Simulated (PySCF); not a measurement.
**Bonding in `ClC1=CC[SiH2]C1`**

Species: C4H7ClSi.
Atom-mapped SMILES: `[Cl:1][C:2]1=[CH:3][CH2:4][SiH2:5][CH2:6]1` (hydrogens: H7 on C3; H8, H9 on C4; H10, H11 on Si5; H12, H13 on C6)

Structure used (GFN2-xTB), in Å, numbered top down from 1:
```xyz
13
C4H7ClSi angstrom
Cl     2.772   -1.242    0.274
C      1.170   -0.593    0.104
C      0.129   -1.350   -0.201
C     -1.209   -0.685   -0.323
Si    -0.862    1.159    0.040
C      1.007    0.876    0.317
H      0.207   -2.414   -0.362
H     -1.618   -0.860   -1.319
H     -1.912   -1.139    0.378
H     -1.134    2.030   -1.106
H     -1.541    1.645    1.243
H      1.640    1.426   -0.380
H      1.346    1.147    1.317
```

Bond orders from the PBE0/pcSseg-1 density (PySCF). Isolated species at its GFN2-xTB geometry, gas phase.

Task: Where do the orders between heavy atoms depart from those drawn in the SMILES?

Result: The largest departure is 0.199, at C2–C3 (drawn double, 1.801).

Task: Set the Mayer orders of the bonds beside their lengths.

Result: 
| bond | drawn as | length (Å) | Mayer order |
| --- | --- | --- | --- |
| Cl1–C2 | single | 1.736 | 1.056 |
| C2–C3 | double | 1.323 | 1.801 |
| C3–C4 | single | 1.499 | 1.036 |
| C4–Si5 | single | 1.910 | 0.900 |
| Si5–C6 | single | 1.910 | 0.880 |
| C6–C2 | single | 1.494 | 1.029 |
| C3–H7 | single | 1.079 | 0.963 |
| C4–H8 | single | 1.091 | 0.931 |
| C4–H9 | single | 1.091 | 0.931 |
| Si5–H10 | single | 1.464 | 0.953 |
| Si5–H11 | single | 1.465 | 0.953 |
| C6–H12 | single | 1.091 | 0.930 |
| C6–H13 | single | 1.090 | 0.930 |

Bonds between the same two heavy elements. C–C: lowest C6–C2 (1.029, 1.494 Å), highest C2–C3 (1.801, 1.323 Å). C–Si: lowest Si5–C6 (0.880, 1.910 Å), highest C4–Si5 (0.900, 1.910 Å).

Task: Sum the orders of all bonds at each heavy atom with more than one neighbour and set the sums beside the valence in the SMILES.

Result: C2 3.886 (drawn 4), C3 3.800 (drawn 4), C4 3.798 (drawn 4), Si5 3.686 (drawn 4), C6 3.769 (drawn 4). Orders between atoms that aren't bonded are not in these sums.

For a closed shell the Mayer order of atoms A and B is Σ (PS)μν (PS)νμ over the basis functions μ on A and ν on B, with P the density and S the overlap matrix.
